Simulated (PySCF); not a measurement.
**Ru³⁸⁺: ionisation energy**

Ru³⁸⁺ [He] 2s2 2p2 (3P) → Ru³⁹⁺ [He] 2s2 2p1 (2P), as a difference of total energies. Computed with PySCF 2.14 in an even-tempered Gaussian basis (19 s from 15 bohr⁻², ratio 2.2; 12 p from 19 bohr⁻², ratio 2.2; 6 d from 75 bohr⁻², ratio 2.4; 5 f from 110 bohr⁻², ratio 2.4; 4 g from 170 bohr⁻², ratio 2.4), with scalar relativity by spin-free X2C-1e. Correlated levels: nothing frozen; virtual orbitals above 40 to 60 times the deepest correlated orbital energy dropped. The calculations carry no spin-orbit coupling.

```csv
method,ionisation energy (eV)
UHF,5582.1
LDA,5578.3
PBE,5580.9
PBE0,5581.5
r2SCAN,5584.4
r2SCAN0,5584.1
M06-L,5583.8
MP2 (all electrons),5581.6
SCS-MP2 (all electrons),5581.2
```

Spin-orbit coupling is strong in these open shells (close to jj coupling). The scalar numbers leave it out and a first-order estimate fails, so it can dominate the gap to the real levels.

For this ion Breit and QED terms and the two-electron picture change, all absent here, outweigh the differences among the correlated methods.

For comparison: 5647 ± 6 eV (semi-empirical (NIST evaluation); NIST Atomic Spectra Database, ionization energies).
